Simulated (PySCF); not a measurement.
A small calculation by hand: oscillator strength and radiative lifetime

C4H9FSi, SMILES CC[SiH2]/C=C\F.

The structure is a stationary point at PBE0-D3(BJ)/def2-SVP. The structure was generated by enumeration; whether it is a known compound was not checked. One conformer was computed; it need not be the lowest.

TDDFT-PBE/def2-SVPD (PySCF) puts the first singlet state with f over 0.02 at 6.36 eV (vertical), with the transition dipole (-1.020, 0.144, 0.084) in atomic units.

Find the oscillator strength, the wavelength and the radiative lifetime that this transition would have in vacuum if emission retraced absorption.


|μ|² = 1.0682 au, so |μ| = 2.63 D. ΔE = 6.36/27.211 = 0.2337 hartree. f = (2/3) ΔE |μ|² = 0.166 (the program prints 0.167).
λ = 1239.84/6.36 = 195 nm; ν = 51297 cm⁻¹.
Einstein's coefficient A = 0.6670 ν² f s⁻¹ (ν in cm⁻¹) = 2.9e8 s⁻¹, so τ = 1/A = 3.4 ns. This state is S2; the lower singlet has f = 0.001. The figure is the radiative limit of this one transition; relaxation, internal conversion, crossing to triplets and a medium change what is measured.
